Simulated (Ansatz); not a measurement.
Species: SiH3Cl, charge -1, doublet. SiH3Cl- (parent SMILES [SiH3]Cl, doublet).
B3LYP-D3(BJ)/def2-TZVP minimum from Ansatz (a quantum-chemistry and plane-wave program):
```
Si
H 1 1.4986
H 1 1.4986 2 105.90
H 1 1.5513 2 99.61 3 102.96
Cl 1 2.5598 2 92.59 4 163.61
```
Charge -1, spin multiplicity 2.

Total energies in aug-cc-pV(D+d)Z, 15 correlated electrons, 10 frozen orbitals. UHF or UKS for unpaired electrons; spin-orbit terms are left out. Correlated methods leave the cores frozen. No relativity. The spin of H3ClSi- (parent SMILES [SiH3]Cl, doublet) was assumed, and the state is the lowest solution found for it.

```csv
method,program,energy (Eh),minus CCSDT(Q) (mEh)
HF,Ansatz,-750.20302,325.54
MP2,Ansatz,-750.47787,50.69
CCSD,Ansatz,-750.51736,11.20
CCSD(T),Ansatz,-750.52666,1.90
CCSDT(Q),Ansatz,-750.52856,0.00
```
